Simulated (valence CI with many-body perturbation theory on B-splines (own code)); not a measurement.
## Questions on Hg⁴⁰⁺

Calculated by configuration interaction combined with many-body perturbation theory (CI+MBPT): four valence electrons over a frozen Dirac-Fock core [Kr], a basis of 7 s, 7 p, 8 d, 6 f, 4 g, 1 h functions for each j, with the one-electron correlation potential Σ1 (screened to all orders), the two-electron term Σ2, the three-electron term Σ3, Breit, model QED; selected single and double excitations, second order for the rest, scaled by the run's own slope (own B-spline code, finite nucleus).

No measured spectrum was set against this ion. As an estimate, large intervals hold to a few tenths of a per cent, small ones and those within an open d or f shell to about a per cent. The list stops below the first excitations out of the core.

Levels are named by their leading jj configuration (3d3/2^4 stands for four electrons in 3d with j = 3/2), which in mixed levels can hold well under half, so a name can repeat and another be missing.

Rates and lifetimes use the calculated energies. Strong lines usually hold to 10 to 20 %, long lifetimes can be off by a factor of two.

**Question.** What is the ground level?

**Answer.** (4d3/2^4) J=0, composition 60 % 4d4 3P + 27 % 4d4 5D + 14 % 4d4 1S.

**Question.** Name the longest-lived excited levels whose lifetime is computed, and their main decay.

**Answer.** (4d3/2^2 4d5/2^2) J=6 at 458640 cm⁻¹ lives 26.9 ms, mostly by E2 to (4d3/2^3 4d5/2) J=4; (4d3/2^3 4d5/2) J=3 at 253390 cm⁻¹ lives 14.5 ms, mostly by M1 to (4d3/2^3 4d5/2) J=4. The lifetime of (4d3/2^3 4d5/2) J=4 is too uncertain to give, and may be longer.

**Question.** What is the ionisation energy?

**Answer.** 1930 eV; NIST lists 1928 ± 4 eV (theoretical).

**Question.** How well does LS coupling describe the low levels?

**Answer.** Among the lowest 20 levels the leading LS term, summed over configurations, holds 48 % on average. For single configurations the figures are 48 % in LS and 96 % in jj coupling. Terms mix most in the J = 4 level at 235460 cm⁻¹, where the leading one holds 28 %.
